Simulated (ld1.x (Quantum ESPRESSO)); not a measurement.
# Pb: excitation energies, all-electron against PAW

lead (Pb), PAW, made with ld1.x (Quantum ESPRESSO) 7.5 (LDA (PZ), scalar-relativistic). Core [Xe] 4f14 5d10, reference 6s2 6p2. Waves: 6s (bound): rcut 1.80, rcutus 2.25 bohr; 6s channel at 2.3 Ry: rcut 1.80, rcutus 2.25 bohr; 6p (bound): rcut 2.00, rcutus 2.40 bohr; 6p channel at 1 Ry: rcut 2.00, rcutus 2.40 bohr. Local part: all-electron potential smoothed inside 1.75 bohr (lloc = -1). Core correction: Bessel-smoothed model core inside 2.20 bohr. Augmentation charge: PSQ, inside the norm-conserving radii.

Energies are relative to the spin-unpolarised reference configuration 6s2 6p2; without spin polarisation the order of configurations can differ from experiment. Not all tests gave a result: test run stopped at test 7 of 9 (negative rho).

Q: Give the all-electron excitation energy and the error of the potential for: 6s2 6p1; 6s2 6p0; 6s1 6p0; 6s2 6p2.3; 6s2 6p1.5; 6s1 6p3.

A:

| valence configuration | charge | ΔE all-electron (eV) | error AE − PS (meV) |
| --- | --- | --- | --- |
| 6s2 6p1 | +1 | 6.833 | -20 |
| 6s2 6p0 | +2 | 20.595 | -135 |
| 6s1 6p0 | +3 | 53.472 | -698 |
| 6s2 6p2.3 | -0.3 | -0.859 | -0.1 |
| 6s2 6p1.5 | +0.5 | 2.610 | -3.8 |
| 6s1 6p3 | 0 | 8.821 | -34 |

Note: ghost states, extra bound levels that the all-electron valence spectrum of the same l lacks: s at -32.0 eV, d at -7.2 eV. A true bound ghost makes a file unfit for plane-wave use.
